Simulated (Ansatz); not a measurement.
Species: sum formula H₂GeOCl, charge -1, multiplicity 1. It need not be the lowest isomer of its formula. Whether it binds its extra electron was not tested at this geometry. 
Structure (B3LYP-D3(BJ)/def2-TZVP (Ansatz, an electronic-structure program) minimum search):
SMILES: [O-][GeH2][Cl]
```xyz
5

Ge     0.0669    -0.5913    -0.0014
O      1.7032    -0.6297    -0.3688
Cl    -0.8484     1.5445     0.1553
H     -0.9474    -1.1770    -1.0482
H     -0.3956    -1.1204     1.4035
```
Charge -1, spin multiplicity 1.

Basis-set convergence of Hartree-Fock and MP2 correlation energies (hartree) with Ansatz. Valence correlation only, unless marked. Spin-orbit coupling is left out. The frozen core is the preceding noble-gas configuration, with the filled d and f shells of earlier blocks. Non-relativistic.

| basis | functions | E(HF) | E(corr, MP2) |
|---|---|---|---|
| def2-SVPD | 104 | -2610.50438 | -0.46944 |
| def2-TZVPPD | 179 | … | … |

### Question
What belongs in the gaps?

### Answer

- def2-TZVPPD, E(HF): -2611.00963
- def2-TZVPPD, E(corr, MP2): -0.57781
